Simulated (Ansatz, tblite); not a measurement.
Forces on Li₆O₂ at its PBE0-D4/def2-TZVP geometry. The state is a singlet with charge 0.

The xTB rows come from tblite. The structure holds 1 bond(s) between oxygen atoms. The restricted singlet is unstable towards broken spin symmetry in Hartree–Fock (as tested in another run); at PBE-D4/def2-TZVP this wasn't settled. Another isomer (singlet) lies 4.16 eV lower at PBE0-D4/def2-TZVP; other spin states weren't run for this one.

GFN1-xTB (tblite), largest force 1.31 eV/Å:

```xyz
8
positions Å, forces eV/Å
Li   -0.509   -0.702   -1.143   -0.264    0.275    0.180
Li   -0.786    2.361   -1.977    0.044   -0.383    0.319
Li    1.703    0.870   -0.701   -0.318    0.014   -0.019
Li   -2.621   -1.408    1.114    0.362    0.269   -0.216
Li    0.544   -1.501    1.265   -0.252    0.146   -0.134
Li   -0.544    1.004    0.889   -0.248   -0.133   -0.312
O     1.094    0.170    0.850    0.362   -0.900   -0.865
O     1.120   -0.793   -0.297    0.313    0.712    1.048
```

GFN2-xTB (tblite), largest force 0.69 eV/Å:

```
Li -0.294 0.329 0.284
Li 0.349 -0.448 0.390
Li -0.323 0.275 -0.222
Li 0.654 0.168 -0.136
Li -0.473 -0.050 0.014
Li -0.254 -0.175 -0.424
O 0.161 0.146 0.295
O 0.179 -0.245 -0.201
```

PBE-D4/def2-TZVP (Ansatz), largest force 0.87 eV/Å:

```
Li -0.114 0.009 -0.062
Li 0.014 -0.030 0.024
Li 0.057 0.144 -0.119
Li 0.035 0.018 -0.008
Li -0.076 -0.133 0.103
Li -0.113 0.052 -0.003
O 0.083 0.524 0.691
O 0.114 -0.584 -0.627
```
